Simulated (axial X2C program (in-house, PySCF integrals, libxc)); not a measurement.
Rh⁺: configurations by level of theory

Computed with an axial X2C code built on PySCF integrals, basis dyall-cv3z (cores contracted in-house), spin-free (one-electron X2C) and two-component (2c, atomic mean-field Coulomb and Gaunt terms). Energies in eV from the lowest row of each column (rows without correlated energies are left out; n/a marks j-coupled starts, which PBE0 does not hold); electrons by l are Mulliken totals of the Hartree–Fock solution, and PBE0 can relax to another configuration under the same block occupation. Coupled cluster uses truncated natural virtuals with an MP2 remainder. Frozen shells in the correlated columns: 4 s, 3 p, 1 d.

The low spin-free determinants:

```tsv
electrons by l	M_S, M_L	HF	MP2	CCSD(T)	PBE0
s8 p18 d18	1, 2	0.00	0.00	0.00	0.00
s8 p18 d18	1, 3	0.08	0.06	0.07	0.19
s8 p18 d18	1, 0	0.19	0.16	0.12	0.06
s8 p18 d18	1, 1	0.67	0.48	0.40	0.35
```

And the two-component ones:

```json
{"electrons by l": "s8 p18 d18", "2M_J": "6", "HF": "0.00", "MP2": "0.00", "CCSD(T)": "0.00", "PBE0": "0.00"}
{"electrons by l": "s8 p18 d18", "2M_J": "8", "HF": "0.03", "MP2": "0.01", "CCSD(T)": "0.03", "PBE0": "0.13"}
{"electrons by l": "s8 p18 d18", "2M_J": "2", "HF": "0.25", "MP2": "0.21", "CCSD(T)": "0.16", "PBE0": "0.18"}
{"electrons by l": "s8 p18 d18", "2M_J": "2", "HF": "0.21", "MP2": "0.20", "CCSD(T)": "0.18", "PBE0": "0.26"}
{"electrons by l": "s8 p18 d18", "2M_J": "4", "HF": "0.61", "MP2": "0.45", "CCSD(T)": "0.34", "PBE0": "0.39"}
{"electrons by l": "s8 p18 d18", "2M_J": "4", "HF": "0.38", "MP2": "0.34", "CCSD(T)": "0.35", "PBE0": "0.52"}
```

Ground level as tabulated from the NIST Atomic Spectra Database (leading term): 2S+1 = 3, L = 3, J = 4.

Single determinants need not be terms or J levels, so several rows can belong to one term; PBE0 has no current term and treats spin collinearly, and Hartree–Fock breaks spherical symmetry, which spreads rows that should be degenerate. The search is wide but not exhaustive and can miss a configuration; gaps between s and d configurations can be off by some tenths of an eV with this basis and core.

The run took 96 s on 1 thread of Intel(R) Xeon(R) 6975P-C (Granite Rapids) (shared host).
